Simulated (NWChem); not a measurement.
System: CH6FNSi; SMILES CN[SiH2]F

Parts of the log:

```
             Northwest Computational Chemistry Package (NWChem) 7.3.0
             --------------------------------------------------------

 C1  symmetry detected

                             Geometry "geometry" -> ""
                             -------------------------

 Output coordinates in angstroms (scale by  1.889725989 to convert to a.u.)

  No.       Tag          Charge          X              Y              Z
 ---- ---------------- ---------- -------------- -------------- --------------
    1 Si                  14.0000    -0.50574952    -0.66303853    -0.15450020
    2 F                    9.0000     0.75279204    -1.66567691     0.12173850
    3 N                    7.0000    -0.28609154     0.92549227     0.43259472
    4 C                    6.0000     0.50114433     1.96457734    -0.19050671
    5 H                    1.0000    -0.65235627    -0.60557314    -1.63328541
    6 H                    1.0000    -1.66847560    -1.25568347     0.55717182
    7 H                    1.0000    -0.52238891     1.10992928     1.40159012
    8 H                    1.0000    -0.00150771     2.94477316    -0.13134186
    9 H                    1.0000     1.50983623     2.07582679     0.24782028
   10 H                    1.0000     0.63603196     1.73844911    -1.25972138

 Effective nuclear repulsion energy (a.u.)     177.3841584582

  pbe96 is a nonlocal functional; adding pw91lda local functional.

                                 NWChem DFT Module
                                 -----------------

 Summary of "ao basis" -> "ao basis" (spherical)
 ------------------------------------------------------------------------------
       Tag                 Description            Shells   Functions and Types
 ---------------- ------------------------------  ------  ---------------------
 Si                          6-31g*                  8       18   4s3p1d
 F                           6-31g*                  6       14   3s2p1d
 N                           6-31g*                  6       14   3s2p1d
 C                           6-31g*                  6       14   3s2p1d
 H                           6-31g*                  2        2   2s

            General Information
            -------------------
          SCF calculation type: DFT
          Wavefunction type:  closed shell.
          No. of atoms     :    10
          No. of electrons :    42
           Alpha electrons :    21
            Beta electrons :    21
          Charge           :     0
          Spin multiplicity:     1
          Use of symmetry is: off; symmetry adaption is: off
          Maximum number of iterations: 150
          AO basis - number of functions:    72
                     number of shells:    38
          Convergence on energy requested:  1.00D-06
          Convergence on density requested:  1.00D-05
          Convergence on gradient requested:  5.00D-04

              XC Information
              --------------
                          RPBE Exchange Functional  1.000
            Perdew 1991 LDA Correlation Functional  1.000 local
           PerdewBurkeErnz. Correlation Functional  1.000 non-local

             Grid Information
             ----------------
          Grid used for XC integration:  medium
          Radial quadrature: Mura-Knowles
          Angular quadrature: Lebedev.
          Tag              B.-S. Rad. Rad. Pts. Rad. Cut. Ang. Pts.
          ---              ---------- --------- --------- ---------
          Si                  1.10       88          10.0       590
          F                   0.50       49          11.0       434
          N                   0.65       49           8.0       434
          C                   0.70       49          10.0       434
          H                   0.35       45          11.0       434
          Grid pruning is: on
          Number of quadrature shells:   505
          Spatial weights used:  Erf1

      Superposition of Atomic Density Guess
      -------------------------------------

 Sum of atomic energies:        -483.13302717

      Non-variational initial energy
      ------------------------------

 Total energy =    -484.817841
 1-e energy   =   -1019.374843
 2-e energy   =     357.172843
 HOMO         =      -0.304202
 LUMO         =       0.079460

     ---------------------------------------------
      Total Density - Mulliken Population Analysis
     ---------------------------------------------

    Atom       Charge   Shell Charges
 -----------   ------   -------------------------------------------------------
    1 Si  14    12.91   2.00  2.00  5.97  0.87  1.32  0.24  0.30  0.21
    2 F    9     9.63   2.00  0.95  3.48  1.00  2.19  0.01
    3 N    7     7.96   2.00  0.81  2.61  0.78  1.74  0.02
    4 C    6     6.40   2.00  0.70  1.93  0.64  1.09  0.05
    5 H    1     1.08   0.47  0.61
    6 H    1     1.08   0.47  0.61
    7 H    1     0.56   0.41  0.15
    8 H    1     0.79   0.47  0.32
    9 H    1     0.80   0.48  0.32
   10 H    1     0.79   0.47  0.32

   convergence    iter        energy       DeltaE   RMS-Dens  Diis-err
 ---------------- ----- ----------------- --------- --------- ---------
 d= 0,ls=0.0,diis     1   -485.7307190011 -6.63D+02  2.08D-02  6.34D-01
 d= 0,ls=0.0,diis     2   -485.6257482209  1.05D-01  1.28D-02  1.97D+00
 d= 0,ls=0.0,diis     3   -485.8004799265 -1.75D-01  2.10D-03  3.68D-02
 d= 0,ls=0.0,diis     4   -485.8018190164 -1.34D-03  1.14D-03  1.64D-02
 d= 0,ls=0.0,diis     5   -485.8034746285 -1.66D-03  3.25D-04  8.33D-04
  Resetting Diis
 d= 0,ls=0.0,diis     6   -485.8035681809 -9.36D-05  7.68D-05  4.84D-05
 d= 0,ls=0.0,diis     7   -485.8035742268 -6.05D-06  4.09D-05  3.51D-06
 d= 0,ls=0.0,diis     8   -485.8035737321  4.95D-07  2.41D-05  7.47D-06
 d= 0,ls=0.0,diis     9   -485.8035746729 -9.41D-07  3.01D-06  6.67D-08

[...]
```

Level: RPBE/6-31G* (spherical d). Geometry: optimised at PBE0/def2-SVP.

Question: Write an input that gives this output.

Answer: One answer among several that fit: the input that was run:
```
start job
memory heap 200 mb stack 900 mb global 1100 mb
geometry units angstroms noautoz
  Si    -0.489228    -0.684379    -0.137976
  F      0.754222    -1.683474     0.210104
  N     -0.291657     0.914256     0.429203
  C      0.523737     1.940841    -0.178209
  H     -0.572150    -0.653564    -1.622488
  H     -1.682638    -1.262503     0.533725
  H     -0.568917     1.116551     1.383671
  H      0.021046     2.922601    -0.158398
  H      1.512928     2.058715     0.300929
  H      0.703893     1.695175    -1.236387
end
basis spherical
  * library 6-31g*
end
dft
  xc rpbe cpbe96
  iterations 150
  mulliken
end
task dft energy
```
